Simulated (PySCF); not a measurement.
Al(Cl)(vinyl)(OH) (C2H4AlClO), SMILES [CH]([Al]([Cl])[OH])=C.

Geometry optimised at r2SCAN-D4/def2-SVP. The structure was generated by enumeration; whether it is a known compound was not checked. The values are those of a single conformer.

Computed with ωB97X/def2-TZVP (PySCF).

Symmetry labels are those of the subgroup Cs that the program uses (full group Cs).

Computed valence orbital energies around the gap with their symmetry:
| orbital | symmetry | energy (eV) |
|---|---|---|
| HOMO−7 | A' | -14.30 |
| HOMO−6 | A' | -13.69 |
| HOMO−5 | A' | -12.40 |
| HOMO−4 | A" | -12.27 |
| HOMO−3 | A" | -11.68 |
| HOMO−2 | A' | -11.65 |
| HOMO−1 | A' | -11.04 |
| HOMO | A" | -10.56 |
| LUMO | A" | 0.85 |
| LUMO+1 | A' | 1.72 |
| LUMO+2 | A" | 3.00 |
| LUMO+3 | A' | 3.36 |
